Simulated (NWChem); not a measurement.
**Basis-set convergence for CH3NOSi**

```xyz
7

Si     0.1002     1.5959     0.0000
N     -0.0074    -0.1214     0.0000
C     -0.0827    -1.3155     0.0000
O     -0.1560    -2.4810     0.0000
H      0.8333     2.0387     1.2191
H      0.8333     2.0387    -1.2191
H     -1.2742     2.1709     0.0000
```
Charge 0, spin multiplicity 1.

All runs are NWChem calculations. Structure: optimised with PBE0/def2-SVP, a minimum by its harmonic frequencies.

Quantity: vertical ionisation energy at the level ΔPBE0 (Δ: difference of total energies, the cation a doublet at the parent's geometry with its hole in an orbital of symmetry a" (Cs labels); it is the state that the SCF runs reached, from PBE0 orbitals for Hartree-Fock references, and need not be the lowest).

The Pople sets run with spherical d functions. The structure started from a generated list of species. No SCF solution was tested for a lower state.

The cost column gives rough processor time relative to STO-3G; each entry includes its own SCF.

```
basis        functions  vertical ionisation energy (eV)  relative cost
-----------  ---------  -------------------------------  -------------
STO-3G              27                       (withheld)              1
6-31G*              66                            10.79        under 3
6-311G**            98                            10.85              3
def2-TZVPD         184                       (withheld)             30
aug-cc-pVTZ        257                       (withheld)            300
```

### Question
Fill in the missing entries.

### Answer

- STO-3G, vertical ionisation energy (eV): 8.15
- def2-TZVPD, vertical ionisation energy (eV): 10.90
- aug-cc-pVTZ, vertical ionisation energy (eV): 10.88
